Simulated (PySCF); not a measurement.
# Relaxation of quintet BrRuN

Computed with PySCF, UPBE0, basis Ru def2-TZVP with ECP28, N def2-TZVP, Br def2-TZVP (scalar-relativistic core potentials, no spin–orbit coupling, density fitting). A (50,194) grid was used.

A hand-made bent start, of Cs symmetry, held to at least that symmetry:

```xyz
3
charge 0 multiplicity 5, angstrom
Ru   -0.6906    0.0000   -0.6270
N    -2.1159    0.0000    0.3710
Br    1.2672    0.0000    0.7438
```

Optimiser trace:
```csv
step,E − E(last) (kJ/mol),largest gradient (Eh/bohr)
0,11.13,0.03660
1,0.65,0.00592
2,0.17,0.00239
3,0.01,0.00085
4,0.00,0.00031
5,0.00,0.00003
```

It ends at Cs with Ru–Br 2.361 Å, Ru–N 1.670 Å; Br–Ru–N 116.3° (after a last refinement on a finer grid). A frequency run shows a minimum.

Final geometry:
Coordinates in bohr (charge 0 multiplicity 5):
```
Ru   -1.3332    0.0000   -1.0872
N    -4.0306    0.0000    0.5512
Br    2.4345    0.0000    1.3036
```

Other spin states or occupations of the open shell can lie lower. At this level a singlet minimum of Cs symmetry lies 153 kJ/mol below this structure.

The relaxation took 18 s on 4 threads of a shared Arm Neoverse V1 host, with 119 basis functions and 6 gradients; the process peaked at 0.61 GiB. Launch command: `OMP_NUM_THREADS=4 python axn.py task.json out`.
